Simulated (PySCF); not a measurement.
Removing an electron from `CP(CO)c1ccco1`

Species: C₆H₉O₂P.
Cartesian coordinates in Å at the PBE0-D3(BJ)/def2-SVP level; atoms count from 1:
```
atom  x, y, z in Å
C1    -1.447    1.815    0.022
P2    -0.998    0.412    1.139
C3    -1.974   -0.956    0.303
O4    -1.949   -0.973   -1.090
C5     0.647   -0.008    0.490
C6     1.859   -0.107    1.118
C7     2.816   -0.481    0.125
C8     2.121   -0.587   -1.042
O9     0.818   -0.304   -0.838
H10   -2.444    2.186    0.305
H11   -0.724    2.633    0.154
H12   -1.470    1.497   -1.030
H13   -3.024   -0.832    0.618
H14   -1.618   -1.904    0.756
H15   -1.023   -0.999   -1.365
H16    2.035    0.069    2.177
H17    3.882   -0.649    0.259
H18    2.406   -0.844   -2.059
```

Level: CAM-B3LYP/def2-SVPD (PySCF). Frontier orbitals with their largest atomic shares (Löwdin; up to four atoms above 4 %):

| orbital | ε (eV) | main atoms |
| --- | --- | --- |
| HOMO−3 | -9.82 | C6 25 %, C7 25 %, O9 23 %, C5 8 % |
| HOMO−2 | -9.48 | O4 39 %, P2 14 %, C3 14 %, C1 7 % |
| HOMO−1 | -8.22 | P2 32 %, C5 17 %, C8 13 %, C1 8 % |
| HOMO | -8.16 | ? |
| LUMO | 0.56 | C5 17 %, C8 17 %, C6 15 %, O9 14 % |
| LUMO+1 | 1.21 | C8 12 %, O9 11 %, C1 9 %, O4 9 % |
| LUMO+2 | 1.69 | P2 13 %, C1 11 %, H18 9 %, C7 9 % |

Problem. What vertical ionisation energy does ΔSCF give, and how far is −ε(HOMO) from it?

Solution. ΔSCF: 8.80 eV (849 kJ/mol; threshold wavelength 141 nm); ⟨S²⟩ of the doublet left behind is 0.765, against 0.75 for a pure doublet. −ε(HOMO) is 8.16 eV, 0.64 eV below it. For the exact functional −ε(HOMO) would equal the first vertical ionisation energy; CAM-B3LYP (range-separated hybrid) falls short of its own ΔSCF value by 7 %. Holes in the HOMO−1 and HOMO−2 were tried too where these lie within 1.2 eV of the HOMO; the lowest converged state counts.

Problem. On which atoms does the HOMO lie?

Solution. P2 (phosphine phosphorus) 27 %, C5 (substituted aromatic carbon) 14 %, O4 (alcohol oxygen) 13 %, C8 (aromatic CH next to a ring oxygen) 11 %, so no atom holds as much as 40 %. The HOMO−1 lies 0.06 eV lower.

Problem. What kinetic energy would electrons from this vertical process carry with 118.2 nm light (10.49 eV)?

Solution. 10.49 − 8.80 = 1.69 eV.

Problem. With α = 102.7 au, estimate the like-pair dispersion coefficient by London's formula C6 = (3/4)α²I.

Solution. I = 0.3236 Eh, so C6 ≈ 2560 au, a rough estimate.

Problem. Shift the occupied levels rigidly so that −ε(HOMO) equals the ΔSCF value. What binding energies result?

Solution. The shift is +0.64 eV: HOMO 8.80, HOMO−1 8.86, HOMO−2 10.12, HOMO−3 10.46 eV. A rigid shift is only a rough guide to the deeper ionisations.

Geometry: PBE0-D3(BJ)/def2-SVP, one conformer, isolated molecule.

The run behind these numbers computed excited states and ΔSCF ions as well. On one thread of an AMD EPYC 9R45, no GPU, shared host with 96 logical CPUs at a one-minute load of 43, this took 3.4 min wall and 1.4 GiB of memory at its peak.
